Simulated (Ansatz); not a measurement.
Coupled-cluster diagnostics for Si(OH)2Me2 (C₂H₈O₂Si), Ansatz.

Geometry of the singlet (PBE-D4/def2-SVP):

```xyz
13

Si   -0.156    0.240    0.205
O    -1.024    1.570   -0.371
H    -0.644    2.429   -0.116
O    -0.137    0.215    1.894
H    -1.019    0.129    2.297
C     1.654    0.319   -0.277
H     2.156    1.191    0.191
H     1.769    0.405   -1.377
H     2.191   -0.592    0.057
C    -1.054   -1.242   -0.510
H    -0.997   -1.241   -1.617
H    -2.128   -1.233   -0.233
H    -0.611   -2.190   -0.142
```

Correlated methods freeze 9 core orbitals.

(1) Estimate the CCSD(T) correlation energy, the shares of MP2 and (T), T1 and the reference's ⟨S²⟩ for: charge 0, singlet, own geometry in def2-TZVP; and the rough time on 2 threads of AMD EPYC 7R13 on a shared host and a share (18 GiB) of an NVIDIA H100 80GB HBM3.

## Answers

(1) 
```
                          state      basis  correlation (eV)  MP2 share (%)  (T) share (%)     T1  ⟨S²⟩ (pure)  wall time
charge 0, singlet, own geometry  def2-TZVP           -27.699           92.5            3.4  0.011  0.00 (0.00)       19 s
```
Customary marks for T1 are 0.02 (closed shells), 0.045 (open shells) and about 0.05 (3d metals). T1 stays under 0.02 throughout.
